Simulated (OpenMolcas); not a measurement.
Worked example: vertical ionisation energy of B2H4F2 (SMILES [BH2-]1[F+][BH2-][F+]1)

The species is B2H4F2 (8 atoms), meant as a singlet with charge 0. As SMILES, `[BH2-]1[F+][BH2-][F+]1`. The shape is that of a PBE0-D4/def2-TZVP optimisation.

Both states at this one shape; open shells run unrestricted unless said. 1 Eh = 27.2114 eV.

```tsv
level	program	singlet B2H4F2 (Eh)	doublet [B2H4F2]+ (Eh)
HF/STO-3G	OpenMolcas	-247.285852	-246.882223
PBE/cc-pVDZ	OpenMolcas	-251.557189	-251.158123
M06-2X/cc-pVDZ	OpenMolcas	-251.766221	-251.326723
CCSD(T)/cc-pVDZ, open shells restricted, 4 core orbitals frozen	OpenMolcas	-251.246051	-250.800029
```

Work out the vertical ionisation energy at each level.


1. HF/STO-3G: -246.882223 − (-247.285852) = 0.403629 Eh = 10.98 eV.
2. PBE/cc-pVDZ: -251.158123 − (-251.557189) = 0.399066 Eh = 10.86 eV.
3. M06-2X/cc-pVDZ: -251.326723 − (-251.766221) = 0.439498 Eh = 11.96 eV.
4. CCSD(T)/cc-pVDZ, open shells restricted: -250.800029 − (-251.246051) = 0.446022 Eh = 12.14 eV.

No measured value is set beside it here; the levels span 10.86 to 12.14 eV. Minimal sets are far from the basis-set limit.
